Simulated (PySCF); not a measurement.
A PySCF script (with the pyscf-properties extension) for the NMR shieldings of SMILES CC#CCC(=O)[O-], [C₅H₅O₂]-, on a GFN2-xTB geometry:

```python
import basis_set_exchange as bse
import numpy as np
from pyscf import gto, dft
from pyscf.prop import nmr

atoms = """
C     2.503506   -0.079785    0.483956
C     1.122454   -0.169481    0.038204
C    -0.019647   -0.243667   -0.330719
C    -1.396623   -0.296529   -0.719032
C    -2.308145    0.537426    0.338768
O    -2.746029   -0.130458    1.275844
O    -2.466157    1.724689    0.053742
H     2.605643    0.687345    1.255321
H     2.832094   -1.035745    0.899980
H     3.161340    0.179615   -0.350349
H    -1.533366    0.155934   -1.705212
H    -1.753870   -1.330030   -0.722400
"""
names = dict.fromkeys(["C", "O", "H"], "pcSseg-1")
basis = {el: gto.basis.parse(bse.get_basis(n, elements=[el], fmt="nwchem")) for el, n in names.items()}
mol = gto.M(atom=atoms, basis=basis, charge=-1, verbose=0)
mf = dft.RKS(mol, xc="PBE0")
mf.grids.level = 2
mf.grids.alignment = dft.numint.BLKSIZE   # the property module wants whole blocks of grid points
mf.conv_tol = 1e-9
mf.kernel()

calc = nmr.RKS(mf)   # GIAO
C = mf.mo_coeff
Co = C[:, mf.mo_occ > 0]
resp = mf.gen_response(singlet=True, hermi=2)
def vind(x):   # induced exchange potential for any number of trial vectors
    d = np.einsum("pi,xij,qj->xpq", C, 2 * x.reshape(-1, C.shape[1], Co.shape[1]), Co, optimize=True)
    return np.einsum("xpq,pi,qj->xij", resp(d - d.transpose(0, 2, 1)), C, Co, optimize=True).ravel()
mo1, _ = nmr.rhf.solve_mo1(calc, with_cphf=vind)
sigma = calc.kernel(mo1)
for i, s in enumerate(sigma):   # ppm
    w = np.linalg.eigvalsh((s + s.T) / 2)
    print("%2d %-2s iso %8.1f  s11 %8.1f  s22 %8.1f  s33 %8.1f" % (i, mol.atom_pure_symbol(i), w.mean(), *w))
```

Question: Give the expected output.

Answer: 
```
 0 C  iso    179.8  s11    172.9  s22    173.4  s33    193.2
 1 C  iso    116.0  s11     38.4  s22     52.9  s33    256.8
 2 C  iso     90.3  s11     -0.2  s22      2.7  s33    268.4
 3 C  iso    150.2  s11    123.9  s22    151.2  s33    175.5
 4 C  iso     22.7  s11    -73.5  s22     47.4  s33     94.3
 5 O  iso    -11.6  s11   -186.1  s22    -25.5  s33    176.9
 6 O  iso    -11.7  s11   -186.8  s22    -25.8  s33    177.4
 7 H  iso     29.6  s11     24.3  s22     28.3  s33     36.1
 8 H  iso     29.8  s11     24.7  s22     28.3  s33     36.4
 9 H  iso     29.8  s11     24.7  s22     28.2  s33     36.5
10 H  iso     29.3  s11     26.6  s22     28.6  s33     32.7
11 H  iso     29.3  s11     26.6  s22     28.6  s33     32.7
```

These numbers come from an equivalent density-fitted implementation of the same equations, which agrees with the script to about 0.01 ppm for H and up to a few tenths of a ppm for heavy atoms, so last digits may differ.

Question: Turn these shieldings into chemical shifts. Referencing at the same level of theory: 13C (σ = 186.93 ppm) and 1H (σ = 31.72 ppm) vs TMS; 17O (σ = 336.08 ppm) against H2O.

Answer: Averaging equivalent atoms: C 4: 164.2; C 2: 96.6; C 1: 70.9; C 3: 36.7; C 0: 7.1; O 5/6: 347.7; H 10/11: 2.41; H 7/8/9: 1.98 ppm. Unscaled 17O shifts of doubly bonded oxygen tend to come out too high, by tens of ppm or more. Experimental scales use liquid or dissolved standards, which lie at an offset from isolated H2O (liquid H2O: subtract about 36 ppm).

Size and cost of the density-fitted run: 144 basis functions, 15 s wall time on 1 thread of an Arm Neoverse V2, shared host; peak memory 0.69 GiB.
